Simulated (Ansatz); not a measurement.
Compare A (`[SiH3]CC=[Se]`) with its isomer B (`CC([SiH3])=[Se]`).

Computed with Ansatz on PBE0-D4/def2-TZVP structures; ΔE is electronic, products minus reactants. CCSD(T)/CBS adds triple-zeta CCSD(T) − MP2 to the extrapolated MP2 energy (def2 sets, frozen cores). DFT in def2-TZVPP. B3LYP here is the variant with VWN-RPA as its local correlation; programs differ in this. For Se outer-core shells are correlated without core-valence functions, which leaves a few kJ/mol of doubt a bond. Scalar relativity is left out up to krypton. Each species was taken in one conformer, which may not be the lowest.

Question: Which isomer does CCSD(T)/CBS put lower? Give the gap. (Estimate.)

Answer: The calculation gave: A, by 4.0 kJ/mol.

Question: Give E(B) − E(A) in kJ/mol with ωB97M-V, CCSD/def2-TZVPP, B3LYP-D4, B3LYP, CCSD(T)/def2-TZVPP, MP2/def2-TZVPP, r2SCAN-D4. (An estimate is asked.)

Answer: Ansatz gave: ωB97M-V 6.8, CCSD/def2-TZVPP 5.8, B3LYP-D4 6.0, B3LYP 7.0, CCSD(T)/def2-TZVPP 5.2, MP2/def2-TZVPP 5.4, r2SCAN-D4 8.0. None reverses the order clearly.

Largest T1 diagnostic: 0.016.
